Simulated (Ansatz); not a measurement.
**A basis-limit estimate, worked out**

An elementary step of AlH₂Cl₂F, closed shell (AlCl₂F ([F][Al]([Cl])[Cl]) + H₂ → AlHCl₂ ([Cl][AlH][Cl]) + HF (still joined by a long Al–F bond); Al–F, H–H broken or loosened, Al–H, F–H formed or tightened). “Start” and “end” are the PBE0-D4/def2-TZVP structures reached by relaxing down either side of its saddle point, with the molecules still in contact.

Ansatz 0.2.0; basis: def2-TZVPP and def2-QZVPP; cores frozen in the correlated methods.

Energies in eV:

| quantity | end | start |
| --- | --- | --- |
| Hartree–Fock, triple zeta (X = 3) | -34334.18786 | -34335.39765 |
| Hartree–Fock, quadruple zeta (X = 4) | -34335.21042 | -34336.44202 |
| MP2 correlation, X = 3 | -19.70691 | -19.78854 |
| MP2 correlation, X = 4 | -21.67433 | -21.76373 |
| CCSD(T) correlation, X = 3 | -21.55850 | -21.58680 |

Q: Work out the step energy at the basis limit: extrapolate Hartree–Fock as E(X) = E∞ + A exp(−7.88 √X) and the MP2 correlation as E(X) = E∞ + B X^−2.97 (the exponents that Neese and Valeev fitted for def2-TZVPP and QZVPP), then add CCSD(T) − MP2 in triple zeta.

A: Each step is linear, so take the differences first (end − start): Hartree–Fock 1.20979 (X = 3) and 1.23160 (X = 4); MP2 correlation 0.08163 and 0.08940; CCSD(T) correlation 0.02830.
Two points give E∞ = E(4) + w [E(4) − E(3)], with w = 1/(exp(7.88 (2 − √3)) − 1) = 0.1377 for Hartree–Fock and w = 1/((4/3)^2.97 − 1) = 0.7407 for the correlation.
Hartree–Fock: 1.23160 + 0.1377 × 0.02181 = 1.2346 eV.
MP2 correlation: 0.08940 + 0.7407 × 0.00777 = 0.0952 eV.
CCSD(T) − MP2: 0.02830 − 0.08163 = -0.0533 eV.
Sum: 1.2346 + 0.0952 + (-0.0533) = 1.2765 eV, or 29.44 kcal/mol. Plain CCSD(T) in triple zeta gives 1.2381 eV, so the larger basis shifts the result by 0.0384 eV.

The T1 diagnostic stays at or below 0.010.

Labels in which every atom is bracketed show which atoms are joined, not bond orders.

For scale, one of the runs: CCSD(T)/def2-TZVPP, 185 basis functions (an equivalent command: `ansatz run in.yaml --threads 2`). The run took 19 s on 2 CPU threads (shared host), with 1.8 GiB of host memory at its peak.
